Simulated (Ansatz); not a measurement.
C6H15GaOS, SMILES `CC(C)[O][Ga]([SH])[CH](C)C` at its PBE0-D4/def2-TZVP geometry, where that method's forces vanish. Charge 0, multiplicity 1.

```
atom   x (Å)   y (Å)   z (Å)
  C1  -0.152  -2.471   1.744
  C2   0.186  -1.577   0.567
  C3   0.749  -2.367  -0.599
  O4   1.128  -0.617   0.995
 Ga5   1.120   1.100   0.504
  S6   2.876   2.112   1.367
  C7  -0.292   1.939  -0.604
  C8  -0.446   1.249  -1.956
  C9  -1.618   1.993   0.151
 H10  -0.559  -1.881   2.567
 H11   0.752  -2.971   2.100
 H12  -0.885  -3.231   1.464
 H13  -0.743  -1.085   0.234
 H14   0.045  -3.133  -0.935
 H15   1.680  -2.856  -0.301
 H16   0.967  -1.710  -1.446
 H17   2.547   3.303   0.840
 H18   0.052   2.965  -0.774
 H19   0.483   1.245  -2.531
 H20  -0.769   0.210  -1.846
 H21  -1.204   1.759  -2.562
 H22  -1.996   0.992   0.378
 H23  -1.539   2.537   1.095
 H24  -2.383   2.495  -0.453
```

**Question.** For each bond, give half the difference of the two atoms' forces along it (eV/Å; positive pushes the atoms apart) under PBE-D4, r2SCAN-D4, B3LYP-D4, ωB97M-V in def2-TZVPP. (Estimate.)

**Answer.** Ansatz gave: 
```
  bond  length (Å)  PBE-D4  r2SCAN-D4  B3LYP-D4  ωB97M-V
 C1–C2       1.516    0.00       0.05      0.10     0.09
C1–H11       1.093    0.11      -0.03     -0.06    -0.06
 C2–O4       1.412    0.31       0.32      0.22     0.21
C2–H13       1.102    0.05      -0.09     -0.17    -0.14
C3–H15       1.093    0.11      -0.03     -0.06    -0.07
C3–H16       1.093    0.09      -0.03     -0.08    -0.06
Ga5–C7       1.982   -0.08      -0.04      0.01    -0.13
 C7–C8       1.525   -0.01       0.10      0.15     0.19
C7–H18       1.096    0.11      -0.04     -0.14    -0.11
C8–H19       1.093    0.09      -0.04     -0.07    -0.07
C8–H20       1.093    0.11      -0.03     -0.08    -0.05
C8–H21       1.096    0.13      -0.02     -0.06    -0.10
C9–H22       1.094    0.11      -0.04     -0.07    -0.06
C9–H23       1.093    0.09      -0.04     -0.07    -0.07
```

B3LYP here is the variant with VWN-RPA as its local correlation; programs differ in this.
